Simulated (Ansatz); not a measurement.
`[NH2][ZnH]` + H₂ → `[ZnH2]` + NH₃ at 298.15 K and 1 bar (hydrogenolysis of a Zn–N bond).

Isolated molecules relaxed with PBE0-D4/def2-TZVP in Ansatz; ΔE leaves out vibrations. CBS: MP2 limit from def2 TZ/QZ plus the TZ coupled-cluster correction, frozen cores. This one scheme is used for every species. For Zn outer-core shells are correlated without core-valence functions, which leaves a few kJ/mol of doubt a bond. Scalar relativity is left out up to krypton.

| species | CCSD(T)/CBS energy (Eh) | H − E (kJ/mol) | S (J/(mol·K)) |
| --- | --- | --- | --- |
| `[NH2][ZnH]` | -1834.88092 | 93.2 | 261.0 |
| H₂ | -1.17544 | 35.1 | 130.4 |
| `[ZnH2]` | -1779.54550 | 39.9 | 200.9 |
| NH₃ | -56.50880 | 100.5 | 192.4 |

H − E and S are ideal-gas, rigid-rotor, harmonic terms from PBE0-D4/def2-TZVP. The MP2-based limit puts H₂ 0.8 mEh under its directly extrapolated value; such offsets cancel only in part. 1 Eh = 2625.50 kJ/mol, R = 8.31446 J/(mol·K).

By hand: ΔE, ΔH, ΔS and ΔG.

ΔE = (-1779.54550) + (-56.50880) − (-1834.88092) − (-1.17544) = 0.00206 Eh = 5.4 kJ/mol. Δ(H − E) = 39.9 + 100.5 − 93.2 − 35.1 = 12.1, so ΔH = 17.5 kJ/mol. ΔS = 200.9 + 192.4 − 261.0 − 130.4 = 1.9 J/(mol·K). ΔG = 17.5 − 298.15 × (1.9)/1000 = 16.9 kJ/mol.

By hand: the equilibrium constant, and the temperature at which ΔG would vanish if ΔH and ΔS stayed fixed.

log₁₀ K = −ΔG/(RT ln 10) = -3.0. ΔG = 0 at ΔH/ΔS = 9211 K, far beyond where these terms or the molecules hold.

The number of gas molecules stays the same, so ΔS is small and ΔH decides. A doubt of 5 kJ/mol in ΔE shifts log₁₀ K by 0.9 here. These are equilibria of isolated gas molecules and say nothing of rates. Largest T1 diagnostic: 0.016 (customary marks: 0.02 for closed shells, 0.045 for open ones).
